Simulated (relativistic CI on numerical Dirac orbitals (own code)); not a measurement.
**Electric-dipole transitions in Zn19+**

Method of calculation: Dirac-Coulomb-Breit CI, separate exchange-only KLI orbitals for each configuration, model QED (radiative potential, 1s self-energy scaled to tabulated hydrogen-like ionisation energies), unscaled Slater integrals (own radial code, finite nucleus).

Configurations in the expansion (outside the closed core [Ne]): 3s, 3p, 3d, 4s, 4p, 4d, 4f, 5s, 5p, 5d, 5f, 5g, 6s, 6p, 6d. Levels of other configurations are missing.

```
λ vac (nm)            Lower            Upper   A (s⁻¹)        gf  Branching (%)
    2.6377   3p 2P°_1/2 [2]   5d 2D_3/2 [16]  5.12e+11  2.14e-01           62.8
    2.6668   3p 2P°_3/2 [3]   5d 2D_5/2 [17]  6.15e+11  3.94e-01           75.1
    3.0121    3d 2D_3/2 [4]  5f 2F°_5/2 [18]  8.51e+11  6.94e-01           64.6
    3.0178    3d 2D_5/2 [5]  5f 2F°_7/2 [19]  9.07e+11  9.91e-01           69.0
    3.4078    3s 2S_1/2 [1]   4p 2P°_3/2 [8]  4.49e+11  3.12e-01           74.6
    3.4276    3s 2S_1/2 [1]   4p 2P°_1/2 [7]  4.85e+11  1.71e-01           75.0
    3.6228   3p 2P°_1/2 [2]    4d 2D_3/2 [9]  8.70e+11  6.85e-01           82.5
    3.6758   3p 2P°_3/2 [3]   4d 2D_5/2 [10]  1.06e+12  1.29e+00           99.5
    4.1896   3p 2P°_3/2 [3]    4s 2S_1/2 [6]  4.61e+11  2.43e-01           67.7
    4.2918    3d 2D_3/2 [4]  4f 2F°_5/2 [11]  2.26e+12  3.75e+00           93.3
    4.3023    3d 2D_5/2 [5]  4f 2F°_7/2 [12]  2.42e+12  5.37e+00          100.0
    4.3045    3d 2D_5/2 [5]  4f 2F°_5/2 [11]  1.61e+11  2.68e-01            6.6
    5.6774   4p 2P°_3/2 [8]   6d 2D_5/2 [26]  1.29e+11  3.73e-01           22.5
    7.8296    4s 2S_1/2 [6]  5p 2P°_3/2 [15]  9.26e+10  3.40e-01           18.5
    8.1872   4p 2P°_1/2 [7]   5d 2D_3/2 [16]  1.51e+11  6.09e-01           18.6
    8.2910   4p 2P°_3/2 [8]   5d 2D_5/2 [17]  1.88e+11  1.16e+00           22.9
    9.3278    4d 2D_3/2 [9]  5f 2F°_5/2 [18]  3.79e+11  2.97e+00           28.8
    9.3496   4d 2D_5/2 [10]  5f 2F°_7/2 [19]  4.06e+11  4.26e+00           30.9
    9.5917   4p 2P°_3/2 [8]   5s 2S_1/2 [13]  1.51e+11  4.17e-01           27.9
    10.056  4f 2F°_5/2 [11]   5g 2G_7/2 [20]  6.61e+11  8.02e+00           96.3
    10.065  4f 2F°_7/2 [12]   5g 2G_9/2 [21]  6.85e+11  1.04e+01           99.9
    10.597   4d 2D_5/2 [10]  5p 2P°_3/2 [15]  6.66e+10  4.48e-01           13.3
    15.422  5p 2P°_1/2 [14]   6d 2D_3/2 [25]  4.06e+10  5.80e-01            7.1
    15.601  5p 2P°_3/2 [15]   6d 2D_5/2 [26]  5.08e+10  1.11e+00            8.9
    18.224  5p 2P°_3/2 [15]   6s 2S_1/2 [22]  5.94e+10  5.92e-01           15.2
    19.516   3p 2P°_1/2 [2]    3d 2D_3/2 [4]  2.14e+10  4.88e-01           86.7
    19.720   5d 2D_5/2 [17]  6p 2P°_3/2 [24]  3.13e+10  7.30e-01            8.5
    20.993   3p 2P°_3/2 [3]    3d 2D_5/2 [5]  2.07e+10  8.20e-01          100.0
    25.591    3s 2S_1/2 [1]   3p 2P°_3/2 [3]  1.22e+10  4.79e-01          100.0
    28.750    3s 2S_1/2 [1]   3p 2P°_1/2 [2]  8.51e+09  2.11e-01          100.0
    52.466   4p 2P°_1/2 [7]    4d 2D_3/2 [9]  4.73e+09  7.81e-01            0.4
    56.566   4p 2P°_3/2 [8]   4d 2D_5/2 [10]  4.55e+09  1.31e+00            0.4
    63.775    4s 2S_1/2 [6]   4p 2P°_3/2 [8]  2.83e+09  6.90e-01            0.5
    71.492    4s 2S_1/2 [6]   4p 2P°_1/2 [7]  2.00e+09  3.06e-01            0.3
    108.13  5p 2P°_1/2 [14]   5d 2D_3/2 [16]  1.49e+09  1.05e+00            0.2
    116.65  5p 2P°_3/2 [15]   5d 2D_5/2 [17]  1.43e+09  1.75e+00            0.2
    121.75    4d 2D_3/2 [9]  4f 2F°_5/2 [11]  2.92e+08  3.89e-01            0.0
    124.65   4d 2D_5/2 [10]  4f 2F°_7/2 [12]  2.91e+08  5.42e-01            0.0
    128.48   5s 2S_1/2 [13]  5p 2P°_3/2 [15]  9.03e+08  8.94e-01            0.2
    144.00   5s 2S_1/2 [13]  5p 2P°_1/2 [14]  6.39e+08  3.97e-01            0.1
    192.54  6p 2P°_1/2 [23]   6d 2D_3/2 [25]  5.83e+08  1.30e+00            0.1
    207.75  6p 2P°_3/2 [24]   6d 2D_5/2 [26]  5.59e+08  2.17e+00            0.1
    226.70   6s 2S_1/2 [22]  6p 2P°_3/2 [24]  3.55e+08  1.09e+00            0.1
    242.47   5d 2D_3/2 [16]  5f 2F°_5/2 [18]  1.31e+08  6.91e-01            0.0
    248.67   5d 2D_5/2 [17]  5f 2F°_7/2 [19]  1.30e+08  9.62e-01            0.0
```

Terms are leading LS components. Brackets give the number of a level in order of energy, since labels repeat. The list gives strong lines, with weight on those to low levels, without lines whose two gauges differ by over a factor of 2.5. Levels whose partners in the same complex of configurations lie outside the list can be far off, and so can their lines. Rates are taken at the computed energies, electric ones in the length gauge.

At this charge energies of transitions that change n are usually good to better than 1 %, and those within a shell (Δn = 0) to a few per cent.
